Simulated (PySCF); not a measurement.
How methods differ on the ionisation energy of Ne²⁺

Ne²⁺ [He] 2s2 2p4 (3P) → Ne³⁺ [He] 2s2 2p3 (4S), as a difference of total energies. All numbers are calculated (PySCF 2.14, no relativity, point nucleus, in aug-cc-pwCVQZ (9s8p6d4f2g, 109 functions)). Correlated levels: valence: 1s2 frozen; valence and next inner shell: nothing frozen. The calculations carry no spin-orbit coupling.

| method | ionisation energy (eV) |
| --- | --- |
| UHF | 61.836 |
| LDA | 63.651 |
| PBE | 63.890 |
| PBE0 | 63.740 |
| r2SCAN | 63.629 |
| CAM-B3LYP | 63.969 |
| TPSSh | 63.929 |
| r2SCAN0 | 63.529 |
| MP2 (valence) | 63.205 |
| SCS-MP2 (valence) | 63.349 |
| MP2 (valence and next inner shell) | 63.247 |
| SCS-MP2 (valence and next inner shell) | 63.373 |

Problem. How much does correlation contribute at MP2 (valence and next inner shell)?

Solution. 63.247 − (61.836) = 1.411 eV, measured against UHF.

A first-order spin-orbit estimate (lowest level to lowest level, LS coupling) adds 0.037 eV.

Errors of the correlated levels include the incompleteness of this basis and the frozen core.

For comparison: 63.423 eV (measured; NIST Atomic Spectra Database, ionization energies).
